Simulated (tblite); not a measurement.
Species: C₄H₁₁GePS.
Numbering: `[CH2:1]=[CH:2][CH2:3][CH2:4][S:5][GeH2:6][PH2:7]` (hydrogens: H8, H9 on C1; H10 on C2; H11, H12 on C3; H13, H14 on C4; H15, H16 on Ge6; H17, H18 on P7)

Computed with GFN2-xTB (tblite), gas phase: L-BFGS steps from a force-field or distance-geometry start until the largest atomic force falls under 0.01 eV/Å.

The end geometry, which sets the zero of energy:
```
atom  x, y, z in Å
C1     -2.9393    1.8641   -0.6910
C2     -1.9658    1.5406    0.1384
C3     -1.6594    0.1413    0.5724
C4     -0.2552   -0.2475    0.1332
S5      0.1214   -1.9636    0.6816
Ge6     2.3150   -1.9887    0.3548
P7      3.2039    0.1444    0.5548
H8     -3.5970    1.1186   -1.1070
H9     -3.1280    2.8829   -0.9835
H10    -1.3143    2.3039    0.5450
H11    -2.3801   -0.5570    0.1436
H12    -1.7214    0.0684    1.6615
H13    -0.1726   -0.2096   -0.9533
H14     0.4845    0.4219    0.5818
H15     2.6302   -2.6576   -0.9847
H16     2.8815   -2.9490    1.3816
H17     3.0010    0.4207   -0.7924
H18     4.4869   -0.3274    0.3248
```

Task: These geometries come from the run, each turned onto the end geometry. Order them by energy, lowest first.
A.
```
atom  x, y, z in Å
C1     -2.7872    1.6194   -0.9943
C2     -2.1138    1.5226    0.1374
C3     -1.6929    0.2211    0.7446
C4     -0.2152   -0.0456    0.4758
S5      0.1892   -1.7405    1.0650
Ge6     2.2352   -1.9589    0.2341
P7      3.6417   -0.1592    0.6470
H8     -3.1010    0.7401   -1.5342
H9     -3.0579    2.5707   -1.4212
H10    -1.7949    2.4107    0.6652
H11    -2.2786   -0.5914    0.3118
H12    -1.8603    0.2303    1.8244
H13    -0.0076    0.0098   -0.5948
H14     0.4213    0.6620    1.0107
H15     2.1185   -2.2599   -1.2656
H16     2.7665   -3.2375    0.8490
H17     2.9806    0.6249   -0.2901
H18     4.5477   -0.6123   -0.3032
```
B.
```
atom  x, y, z in Å
C1     -2.8586    1.6803   -0.9355
C2     -2.0435    1.5077    0.0873
C3     -1.6771    0.1722    0.6526
C4     -0.1848   -0.0815    0.4916
S5      0.2337   -1.7387    1.1734
Ge6     2.2397   -1.9587    0.2651
P7      3.5575   -0.0853    0.6286
H8     -3.3287    0.8453   -1.4294
H9     -3.0979    2.6581   -1.3169
H10    -1.5783    2.3571    0.5712
H11    -2.2335   -0.6175    0.1449
H12    -1.9306    0.1356    1.7155
H13     0.0872   -0.0591   -0.5660
H14     0.4021    0.6629    1.0334
H15     2.0482   -2.2918   -1.2184
H16     2.8267   -3.2119    0.8773
H17     2.9681    0.6100   -0.4207
H18     4.5611   -0.5782   -0.1925
```
C.
```
atom  x, y, z in Å
C1     -2.4576    1.5447   -1.0843
C2     -2.1247    1.5118    0.1917
C3     -1.6857    0.2432    0.8860
C4     -0.3045   -0.1868    0.3874
S5      0.2105   -1.7086    1.2819
Ge6     2.1238   -1.9046    0.1622
P7      3.5603   -0.2060    0.7563
H8     -2.4272    0.6476   -1.6925
H9     -2.7832    2.4630   -1.5439
H10    -2.1864    2.4207    0.7896
H11    -2.4244   -0.5537    0.6856
H12    -1.6456    0.4134    1.9684
H13    -0.3416   -0.4087   -0.6860
H14     0.4327    0.6034    0.5833
H15     1.8537   -1.8235   -1.3565
H16     2.7705   -3.2576    0.5153
H17     2.8981    0.7690   -0.0475
H18     4.5226   -0.5609   -0.2355
```
D.
```
atom  x, y, z in Å
C1     -2.4669    1.5481   -1.0798
C2     -2.1404    1.5063    0.1980
C3     -1.6884    0.2532    0.8931
C4     -0.3221   -0.1823    0.3954
S5      0.2280   -1.7178    1.2410
Ge6     2.1567   -1.8844    0.1646
P7      3.5909   -0.1768    0.7747
H8     -2.4386    0.6677   -1.6977
H9     -2.7819    2.4552   -1.5628
H10    -2.1686    2.4039    0.7981
H11    -2.3975   -0.5521    0.6929
H12    -1.6422    0.4021    1.9732
H13    -0.3463   -0.3969   -0.6711
H14     0.4170    0.5954    0.5865
H15     1.8389   -1.8727   -1.3327
H16     2.7396   -3.2408    0.4833
H17     2.9381    0.7278   -0.0577
H18     4.4749   -0.5296   -0.2374
```
E.
```
atom  x, y, z in Å
C1     -2.9076    1.8212   -0.7659
C2     -1.9862    1.5397    0.1358
C3     -1.6660    0.1568    0.6102
C4     -0.2465   -0.2276    0.2159
S5      0.1363   -1.9227    0.8226
Ge6     2.2967   -1.9851    0.3181
P7      3.2715    0.1016    0.5984
H8     -3.5116    1.0523   -1.2216
H9     -3.1057    2.8310   -1.0823
H10    -1.3912    2.3284    0.5780
H11    -2.3621   -0.5616    0.1736
H12    -1.7557    0.1094    1.6989
H13    -0.1432   -0.2234   -0.8694
H14     0.4807    0.4622    0.6538
H15     2.4794   -2.5774   -1.0818
H16     2.9103   -3.0135    1.2461
H17     2.9771    0.5053   -0.6995
H18     4.5153   -0.3903    0.2308
```

Result: E (0.003 eV), B (0.018 eV), A (0.034 eV), D (0.094 eV), C (0.185 eV).

In the order of the answer:

| step | E above end (eV) | largest force (eV/Å) | rms force component (eV/Å) | rms distance from end (Å) | rms bond change (Å) | bond most changed (Å) |
| --- | --- | --- | --- | --- | --- | --- |
| 130 | 0.003 | 0.04 | 0.014 | 0.107 | 0.001 | S5–Ge6 +0.001 |
| 87 | 0.018 | 0.03 | 0.009 | 0.423 | 0.002 | S5–Ge6 -0.005 |
| 53 | 0.034 | 0.10 | 0.027 | 0.486 | 0.002 | Ge6–H15 +0.004 |
| 6 | 0.094 | 0.15 | 0.049 | 0.698 | 0.003 | Ge6–P7 -0.008 |
| 1 | 0.185 | 0.68 | 0.215 | 0.704 | 0.017 | P7–H18 +0.040 |

The cost below is that of the whole relaxation. Time: 2.4 s of wall time. Hardware: an Intel Xeon Platinum 8259CL at 2.50 GHz with one thread, shared host with 96 logical CPUs at a one-minute load of 44.
